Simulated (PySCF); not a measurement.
F₃Si (SMILES F[Si](F)F), doublet, geometry from GFN2-xTB, with bond 1-2 at 1.6 times its length; PySCF with PBE/def2-SVP.

The PySCF input:
```python
from pyscf import gto, scf, dft

mol = gto.Mole()
mol.atom = '''
    F     2.344116    0.016390   -0.523419
    Si   -0.016259   -0.011009    0.427829
    F    -0.718422    1.262205   -0.217129
    F    -0.715262   -1.251196   -0.281682
'''
mol.basis = 'def2-svp'
mol.charge = 0
mol.spin = 1
mol.verbose = 4
mol.build()

mf = dft.UKS(mol)
mf.xc = 'pbe'
mf.diis = False
mf.damp = 0.3
mf.diis_start_cycle = 200
mf.max_cycle = 150
mf.kernel()
```

The log (banner, timings and long lists left out):

```
PySCF version 2.14.0

[INPUT] verbose = 4
[INPUT] num. atoms = 4
[INPUT] num. electrons = 41
[INPUT] charge = 0
[INPUT] spin (= nelec alpha-beta = 2S) = 1
[INPUT] symmetry False subgroup None
[INPUT] Mole.unit = angstrom
[INPUT] Symbol           X                Y                Z      unit          X                Y                Z       unit  Magmom
[...]
nuclear repulsion = 152.902384096217
number of shells = 26
number of NR pGTOs = 108
number of NR cGTOs = 60
basis = def2-svp
ecp = {}

******** <class 'pyscf.dft.uks.UKS'> ********
method = UKS
initial guess = minao
damping factor = 0.3
level_shift factor = 0
DIIS disabled
SCF conv_tol = 1e-09
SCF conv_tol_grad = None
SCF max_cycles = 150
direct_scf = True
direct_scf_tol = 1e-13
number electrons alpha = 21  beta = 20
XC library pyscf.dft.libxc version 7.1.2
    S. Lehtola, C. Steigemann, M. J. T. Oliveira, and M. A. L. Marques,  SoftwareX 7, 1–5 (2018)
XC functionals = pbe
    J. P. Perdew, K. Burke, and M. Ernzerhof,  Phys. Rev. Lett. 77, 3865 (1996)
    J. P. Perdew, K. Burke, and M. Ernzerhof,  Phys. Rev. Lett. 78, 1396 (1997)
    J. P. Perdew, K. Burke, and M. Ernzerhof,  Phys. Rev. Lett. 77, 3865 (1996)
    J. P. Perdew, K. Burke, and M. Ernzerhof,  Phys. Rev. Lett. 78, 1396 (1997)
radial grids:
    Treutler-Ahlrichs [JCP 102, 346 (1995); DOI:10.1063/1.469408] (M4) radial grids

becke partition: Becke, JCP 88, 2547 (1988); DOI:10.1063/1.454033
pruning grids: <function nwchem_prune>
grids dens level: 3
symmetrized grids: False
atomic radii adjust function: <function treutler_atomic_radii_adjust>
small_rho_cutoff = 0
Set gradient conv threshold to 3.16228e-05
tot grids = 61968
init E= -588.36171777301

cycle= 1 E= -587.921665065344  delta_E= 0.44  |g|= 0.84  |ddm|= 1.49
cycle= 2 E= -580.622490024997  delta_E=  7.3  |g|= 3.38  |ddm|=    3
cycle= 3 E= -571.537592253861  delta_E= 9.08  |g|= 5.49  |ddm|= 7.15
cycle= 4 E= -558.912612424211  delta_E= 12.6  |g|=  3.8  |ddm|= 10.4
cycle= 5 E= -531.191968405691  delta_E= 27.7  |g|= 5.93  |ddm|= 13.4
cycle= 6 E= -547.949044382626  delta_E= -16.8  |g|=  4.7  |ddm|= 13.3
cycle= 7 E= -529.701491142177  delta_E= 18.2  |g|= 5.61  |ddm|= 12.4
cycle= 8 E= -547.085421126265  delta_E= -17.4  |g|=  4.7  |ddm|= 12.4
cycle= 9 E= -529.476775701054  delta_E= 17.6  |g|= 5.65  |ddm|= 12.3
cycle= 10 E= -547.033992082919  delta_E= -17.6  |g|= 4.69  |ddm|= 12.3
cycle= 11 E= -529.47211944611  delta_E= 17.6  |g|= 5.66  |ddm|= 12.3
[...]
cycle= 118 E= -545.830409745866  delta_E= -17.1  |g|= 4.64  |ddm|= 12.7
cycle= 119 E= -528.685671370745  delta_E= 17.1  |g|= 5.17  |ddm|= 12.7
cycle= 120 E= -545.830409745867  delta_E= -17.1  |g|= 4.64  |ddm|= 12.7
cycle= 121 E= -528.685671370745  delta_E= 17.1  |g|= 5.17  |ddm|= 12.7
cycle= 122 E= -545.830409745867  delta_E= -17.1  |g|= 4.64  |ddm|= 12.7
cycle= 123 E= -528.685671370745  delta_E= 17.1  |g|= 5.17  |ddm|= 12.7
cycle= 124 E= -545.830409745866  delta_E= -17.1  |g|= 4.64  |ddm|= 12.7
cycle= 125 E= -528.685671370745  delta_E= 17.1  |g|= 5.17  |ddm|= 12.7
cycle= 126 E= -545.830409745867  delta_E= -17.1  |g|= 4.64  |ddm|= 12.7
cycle= 127 E= -528.685671370745  delta_E= 17.1  |g|= 5.17  |ddm|= 12.7
cycle= 128 E= -545.830409745867  delta_E= -17.1  |g|= 4.64  |ddm|= 12.7
cycle= 129 E= -528.685671370744  delta_E= 17.1  |g|= 5.17  |ddm|= 12.7
cycle= 130 E= -545.830409745867  delta_E= -17.1  |g|= 4.64  |ddm|= 12.7
cycle= 131 E= -528.685671370745  delta_E= 17.1  |g|= 5.17  |ddm|= 12.7
cycle= 132 E= -545.830409745867  delta_E= -17.1  |g|= 4.64  |ddm|= 12.7
cycle= 133 E= -528.685671370744  delta_E= 17.1  |g|= 5.17  |ddm|= 12.7
cycle= 134 E= -545.830409745867  delta_E= -17.1  |g|= 4.64  |ddm|= 12.7
cycle= 135 E= -528.685671370745  delta_E= 17.1  |g|= 5.17  |ddm|= 12.7
cycle= 136 E= -545.830409745866  delta_E= -17.1  |g|= 4.64  |ddm|= 12.7
cycle= 137 E= -528.685671370746  delta_E= 17.1  |g|= 5.17  |ddm|= 12.7
cycle= 138 E= -545.830409745867  delta_E= -17.1  |g|= 4.64  |ddm|= 12.7
cycle= 139 E= -528.685671370745  delta_E= 17.1  |g|= 5.17  |ddm|= 12.7
cycle= 140 E= -545.830409745867  delta_E= -17.1  |g|= 4.64  |ddm|= 12.7
cycle= 141 E= -528.685671370744  delta_E= 17.1  |g|= 5.17  |ddm|= 12.7
cycle= 142 E= -545.830409745867  delta_E= -17.1  |g|= 4.64  |ddm|= 12.7
cycle= 143 E= -528.685671370743  delta_E= 17.1  |g|= 5.17  |ddm|= 12.7
cycle= 144 E= -545.830409745867  delta_E= -17.1  |g|= 4.64  |ddm|= 12.7
cycle= 145 E= -528.685671370746  delta_E= 17.1  |g|= 5.17  |ddm|= 12.7
cycle= 146 E= -545.830409745867  delta_E= -17.1  |g|= 4.64  |ddm|= 12.7
cycle= 147 E= -528.685671370744  delta_E= 17.1  |g|= 5.17  |ddm|= 12.7
cycle= 148 E= -545.830409745867  delta_E= -17.1  |g|= 4.64  |ddm|= 12.7
cycle= 149 E= -528.685671370745  delta_E= 17.1  |g|= 5.17  |ddm|= 12.7
cycle= 150 E= -545.830409745867  delta_E= -17.1  |g|= 4.64  |ddm|= 12.7
SCF not converged.
SCF energy = -545.830409745867 after 150 cycles  <S^2> = 0.75167354  2S+1 = 2.0016728
```

The run did not converge; its last values are not results.
